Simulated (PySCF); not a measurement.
BF3H3N. Atoms are numbered in the order given.

```xyz
8

B      0.0000     0.0000    -0.2227
F      1.1595     0.6694    -0.5466
F     -1.1595     0.6694    -0.5466
F      0.0000    -1.3388    -0.5466
N      0.0000     0.0000     1.4791
H      0.0000     0.9644     1.8395
H     -0.8352    -0.4822     1.8395
H      0.8352    -0.4822     1.8395
```
Charge 0, spin multiplicity 1.

Geometry optimised at PBE-D3(BJ)/def2-SVP.

The numbers are results of PySCF 2.14.0 with TDDFT-PBE/def2-SVPD, not measurements.

Vertical excitations; the highest root listed may be one member of a degenerate set. The molecule is in vacuum. State labels are in the subgroup Cs.

Computed excitation energies, oscillator strengths and character:
```tsv
state	symmetry	energy (eV)	λ (nm)	f	main pairs
S1	A"	7.04	176	0.000	HOMO→LUMO 100 %
S2	A'	7.54	164	0.082	HOMO−1→LUMO 100 %
S3	A"	7.67	162	0.001	HOMO−2→LUMO (degenerate set)
S4	A'	7.67	162	0.001	HOMO−3→LUMO (degenerate set)
S5	A'	8.24	151	0.010	HOMO−4→LUMO (degenerate set)
S6	A"	8.24	151	0.010	HOMO−5→LUMO (degenerate set)
S7	A'	8.98	138	0.000	HOMO→LUMO+1 (degenerate set)
S8	A"	8.98	138	0.000	HOMO→LUMO+2 (degenerate set)
S9	A"	9.45	131	0.023	HOMO−1→LUMO+1 (degenerate set)
S10	A'	9.45	131	0.023	HOMO−1→LUMO+2 (degenerate set)
T1	A"	7.02	177	0	HOMO→LUMO 100 %
T2	A'	7.31	170	0	HOMO−1→LUMO 100 %
T3	A"	7.63	163	0	HOMO−2→LUMO (degenerate set)
T4	A'	7.63	163	0	HOMO−3→LUMO (degenerate set)
```
Triplets are in the Tamm–Dancoff approximation, which puts them higher than full response would, so one can lie above its singlet here.
